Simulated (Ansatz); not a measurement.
`BNBNC` from Hartree–Fock to CCSD(T)

Z-matrix (Å, degrees):
```
C
N 1 1.445
H 1 1.090 2 110.3
H 1 1.095 2 112.5 3 120.2
H 1 1.092 2 110.1 3 -119.1
B 2 1.394 1 130.3 3 -27.4
H 2 1.006 1 113.8 3 151.1
N 6 1.452 2 125.3 1 -4.8
H 6 1.200 2 116.9 1 173.9
B 8 1.402 6 132.1 2 -27.6
H 8 1.010 6 112.6 2 162.1
H 10 1.195 8 120.6 6 4.0
H 10 1.199 8 118.9 6 -174.6
```

Total charge 0; spin multiplicity 1. The structure was optimised at the PBE0-D4/def2-TZVP level. It is one conformer, not always the lowest. Frozen core, restricted reference, Ansatz. CBS rows extrapolate triple and quadruple zeta; past MP2 they add the triple-zeta difference.

```json
{"basis": "def2-SVP", "HF (Eh)": "-200.74805", "MP2 corr.": "-0.65192", "CCSD corr.": "-0.70911", "(T)": "-0.02072", "CCSD(T) total": "-201.47788"}
{"basis": "def2-TZVPP", "HF (Eh)": "-200.97269", "MP2 corr.": "-0.80176", "CCSD corr.": "-0.84812", "(T)": "-0.03307", "CCSD(T) total": "-201.85388"}
{"basis": "def2-QZVPP", "HF (Eh)": "-200.98277", "MP2 corr.": "-0.85549", "CCSD corr.": "–", "(T)": "–", "CCSD(T) total": "–"}
{"basis": "CBS(def2)", "HF (Eh)": "-200.98415", "MP2 corr.": "-0.89529", "CCSD corr.": "-0.94165", "(T)": "as TZ", "CCSD(T) total": "-201.95887"}
```
